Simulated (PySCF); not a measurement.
Species: C₃H₁₁OPSi.
Bonds: C1–O2, O2–C3, C3–C4, C4–P5, P5–Si6. Hydrogens: H7, H8, H9 on C1; H10, H11 on C3; H12, H13 on C4; H14 on P5; H15, H16, H17 on Si6.

The same species was optimised twice, with GFN2-xTB and with PBE0-D3(BJ)/def2-SVP (PySCF), and the same property calculations (PySCF, gas phase) were run on both structures.

```json
{"coordinate": "P5–Si6 (Å)", "GFN2-xTB": "2.240", "PBE0-D3(BJ)/def2-SVP": "2.266", "change": "+0.026"}
{"coordinate": "C4–P5 (Å)", "GFN2-xTB": "1.868", "PBE0-D3(BJ)/def2-SVP": "1.877", "change": "+0.009"}
{"coordinate": "C1–O2 (Å)", "GFN2-xTB": "1.403", "PBE0-D3(BJ)/def2-SVP": "1.394", "change": "-0.009"}
{"coordinate": "O2–C3 (Å)", "GFN2-xTB": "1.407", "PBE0-D3(BJ)/def2-SVP": "1.399", "change": "-0.008"}
{"coordinate": "C3–C4 (Å)", "GFN2-xTB": "1.518", "PBE0-D3(BJ)/def2-SVP": "1.512", "change": "-0.006"}
{"coordinate": "C3–C4–P5 (°)", "GFN2-xTB": "109.0", "PBE0-D3(BJ)/def2-SVP": "110.5", "change": "+1.5"}
{"coordinate": "C4–P5–Si6 (°)", "GFN2-xTB": "99.7", "PBE0-D3(BJ)/def2-SVP": "100.9", "change": "+1.2"}
{"coordinate": "C1–O2–C3 (°)", "GFN2-xTB": "113.8", "PBE0-D3(BJ)/def2-SVP": "114.5", "change": "+0.7"}
{"coordinate": "O2–C3–C4 (°)", "GFN2-xTB": "107.8", "PBE0-D3(BJ)/def2-SVP": "108.1", "change": "+0.3"}
{"coordinate": "C1–O2–C3–C4 (°)", "GFN2-xTB": "-172", "PBE0-D3(BJ)/def2-SVP": "-175", "change": "-3"}
{"coordinate": "O2–C3–C4–P5 (°)", "GFN2-xTB": "61", "PBE0-D3(BJ)/def2-SVP": "60", "change": "-1"}
{"coordinate": "C3–C4–P5–Si6 (°)", "GFN2-xTB": "-69", "PBE0-D3(BJ)/def2-SVP": "-73", "change": "-4"}
```

Rotational constants: A = 2848, B = 1745, C = 1205 MHz (GFN2-xTB) against A = 2828, B = 1630, C = 1147 MHz (PBE0-D3(BJ)/def2-SVP). Point groups within 0.08 Å: C1 and C1.

On the GFN2-xTB structure: isotropic polarisability (au) 96.2 [CAM-B3LYP/def2-SVPD]; HOMO (eV) -8.03 [CAM-B3LYP/def2-SVPD]; LUMO (eV) 1.08 [CAM-B3LYP/def2-SVPD]; dipole (D) 2.57 [CAM-B3LYP/def2-SVPD]; HOMO (eV) -6.79 [PBE0/pcSseg-1]; LUMO (eV) 0.52 [PBE0/pcSseg-1]; dipole (D) 2.63 [PBE0/pcSseg-1]; GIAO shielding of C1 (ppm) 127.3 [PBE0/pcSseg-1]; GIAO shielding of O2 (ppm) 296.4 [PBE0/pcSseg-1]; GIAO shielding of C3 (ppm) 111.3 [PBE0/pcSseg-1]; GIAO shielding of C4 (ppm) 163.0 [PBE0/pcSseg-1]; GIAO shielding of P5 (ppm) 532.1 [PBE0/pcSseg-1]; GIAO shielding of Si6 (ppm) 426.4 [PBE0/pcSseg-1].

Problem. What do these properties become on the PBE0-D3(BJ)/def2-SVP structure?

Solution. 
```tsv
property	level	on GFN2-xTB	on PBE0-D3(BJ)/def2-SVP	change
isotropic polarisability (au)	CAM-B3LYP/def2-SVPD	96.2	98.8	+2.6
HOMO (eV)	CAM-B3LYP/def2-SVPD	-8.03	-8.08	-0.05
LUMO (eV)	CAM-B3LYP/def2-SVPD	1.08	1.07	-0.01
dipole (D)	CAM-B3LYP/def2-SVPD	2.57	2.43	-0.14
energy, GFN2-xTB geometry as zero (kcal/mol)	CAM-B3LYP/def2-SVPD	0.0	-2.1	-2.1
HOMO (eV)	PBE0/pcSseg-1	-6.79	-6.85	-0.06
LUMO (eV)	PBE0/pcSseg-1	0.52	0.50	-0.02
dipole (D)	PBE0/pcSseg-1	2.63	2.48	-0.15
energy, GFN2-xTB geometry as zero (kcal/mol)	PBE0/pcSseg-1	0.0	-1.8	-1.8
GIAO shielding of C1 (ppm)	PBE0/pcSseg-1	127.3	126.4	-0.9
GIAO shielding of O2 (ppm)	PBE0/pcSseg-1	296.4	300.9	+4.5
GIAO shielding of C3 (ppm)	PBE0/pcSseg-1	111.3	112.0	+0.7
GIAO shielding of C4 (ppm)	PBE0/pcSseg-1	163.0	161.3	-1.7
GIAO shielding of P5 (ppm)	PBE0/pcSseg-1	532.1	512.4	-19.7
GIAO shielding of Si6 (ppm)	PBE0/pcSseg-1	426.4	416.9	-9.5
```

The heavy atoms differ by 0.075 Å rms after alignment. Among bonds between heavy atoms P5–Si6 changes most (+0.026 Å). Changes are differences of the printed values. Neither structure is proved a minimum here.

Conformer computed: `[CH3:1][O:2][CH2:3][CH2:4][PH:5][SiH3:6]`: C1–O2–C3–C4 -175°, O2–C3–C4–P5 60°, C3–C4–P5–Si6 -73°.
